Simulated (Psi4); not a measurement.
Complex: H2 (SMILES [H][H]) (first 2 atoms) with C3H6 (SMILES C=CC); geometry from B3LYP-D3(BJ)/def2-TZVP, rigid monomers moved along the line of their centres of mass till H1···C4 is 5.44 Å.
(charge 0, multiplicity 1):
```json
[
 {"atom": "H", "x (Å)": "0.1713", "y (Å)": "-0.0407", "z (Å)": "0.5281"},
 {"atom": "H", "x (Å)": "0.2018", "y (Å)": "-0.4420", "z (Å)": "-0.0989"},
 {"atom": "C", "x (Å)": "-0.6259", "y (Å)": "1.4650", "z (Å)": "5.6717"},
 {"atom": "C", "x (Å)": "0.2038", "y (Å)": "0.4650", "z (Å)": "5.9410"},
 {"atom": "C", "x (Å)": "-0.1554", "y (Å)": "-0.9859", "z (Å)": "5.9035"},
 {"atom": "H", "x (Å)": "-1.6600", "y (Å)": "1.2849", "z (Å)": "5.3991"},
 {"atom": "H", "x (Å)": "-0.3043", "y (Å)": "2.4976", "z (Å)": "5.7143"},
 {"atom": "H", "x (Å)": "1.2319", "y (Å)": "0.6952", "z (Å)": "6.2087"},
 {"atom": "H", "x (Å)": "0.0161", "y (Å)": "-1.4573", "z (Å)": "6.8754"},
 {"atom": "H", "x (Å)": "-1.2015", "y (Å)": "-1.1312", "z (Å)": "5.6311"},
 {"atom": "H", "x (Å)": "0.4643", "y (Å)": "-1.5234", "z (Å)": "5.1799"}
]
```

The numbers are results of Psi4 1.11 with SAPT0/jun-cc-pV(D+d)Z, not measurements.

Problem. Which attractive term is largest, and how does the interaction split up?

Solution. electrostatics -0.03, exchange 0.00, induction 0.00, dispersion -0.02, total -0.05 kcal/mol; the largest attraction is electrostatics.
